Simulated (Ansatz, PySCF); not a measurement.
Lewis adduct: ClFHIn (SMILES [F][InH][Cl]) (first 4 atoms) with NH3 (SMILES N); geometry from B3LYP-D3(BJ)/def2-TZVP, rigid monomers moved along the line of their centres of mass till In2···N5 is 4.17 Å.
(charge 0, multiplicity 1):
```xyz
8

F      0.8802     1.4208     1.1647
In    -0.7270     0.2746     1.3966
Cl    -2.2034     1.2916     2.9507
H     -1.2190    -0.7851     0.1578
N      1.6210    -1.7896     4.1631
H      2.4764    -1.2408     4.1156
H      1.1680    -1.6063     5.0536
H      1.8554    -2.7746     4.1079
```

Monomers are frozen at their geometry in the pair; levels with a basis set take the counterpoise correction.

Correlated levels freeze the cores. Filled d and f shells under p-block atoms count as core. CBS: X⁻³ extrapolation of the correlation energy, Hartree–Fock from the larger set.

Run with Ansatz (a first-principles code); PySCF for the dispersion terms.  In def2 rows elements past Kr take small-core potentials, without spin–orbit coupling.

PBE/def2-TZVPPD gives -196.5 meV for the interaction energy.

Question: Where do these levels fall relative to PBE: PBE-D3(BJ)/def2-TZVPPD, r2SCAN/def2-TZVPPD, B3LYP/def2-TZVPPD, wB97M-V/def2-TZVPPD, MP2/CBS(def2-SVPD, def2-TZVPPD), MP2/CBS(def2-SVPD, def2-TZVPPD) + ΔCCSD(T)/def2-SVPD.

Answer: PBE-D3(BJ)/def2-TZVPPD -18.7; r2SCAN/def2-TZVPPD -11.0; B3LYP/def2-TZVPPD 9.8; wB97M-V/def2-TZVPPD -21.0; MP2/CBS(def2-SVPD, def2-TZVPPD) -28.8; MP2/CBS(def2-SVPD, def2-TZVPPD) + ΔCCSD(T)/def2-SVPD -25.0 meV. 1 of 6 lie above PBE; the widest gap is to MP2/CBS(def2-SVPD, def2-TZVPPD).
